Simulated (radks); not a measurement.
Results of a calculation; reference values are marked as such.
Q: Radial electron density D(r) = 4 pi r^2 rho(r) of an atom or ion with 3 electrons. Code: a radial shooting solver on a logarithmic mesh with Libxc functionals. Model: scalar-relativistic Kohn-Sham, PBE, spin-unpolarised, spherical densities, point nucleus.

| r (bohr) | D(r) (e/bohr) |
|---|---|
| 0.003079 | 0.4245 |
| 0.003731 | 0.6067 |
| 0.004521 | 0.8628 |
| 0.005477 | 1.220 |
| 0.006637 | 1.711 |
| 0.008042 | 2.381 |
| 0.009744 | 3.276 |
| 0.01181 | 4.450 |
| 0.01442 | 6.020 |
| 0.01747 | 7.891 |
| 0.02117 | 10.10 |
| 0.02565 | 12.58 |
| 0.03108 | 15.13 |
| 0.03766 | 17.47 |
| 0.04563 | 19.17 |
| 0.05529 | 19.79 |
| 0.067 | 18.98 |
| 0.08118 | 16.64 |
| 0.09836 | 13.13 |
| 0.1192 | 9.212 |
| 0.1444 | 5.858 |
| 0.175 | 3.788 |
| 0.212 | 3.091 |
| 0.2569 | 3.197 |
| 0.3138 | 3.254 |
| 0.3802 | 2.732 |
| 0.4606 | 1.770 |
| 0.5582 | 0.8451 |
| 0.6763 | 0.2822 |
| 0.8195 | 0.06160 |
| 0.9929 | 0.008091 |
| 1.203 | 0.0005793 |

What is the nuclear charge?

A: Z = 18. The innermost maximum, from 1s, lies near gamma/Z bohr with gamma = sqrt(1 - (Z/c)^2) = 0.991, here 0.0551 bohr (found: 0.0549), and its height grows with Z. The density is that of the argon ion Ar15+ in [He] 2s1; the configuration itself is not fixed sharply by these data, and Z only to about a unit. D(r) has 2 maxima, at r = 0.0549, 0.292 bohr, and minima at 0.221 bohr, inside which lie 2.11 electrons.
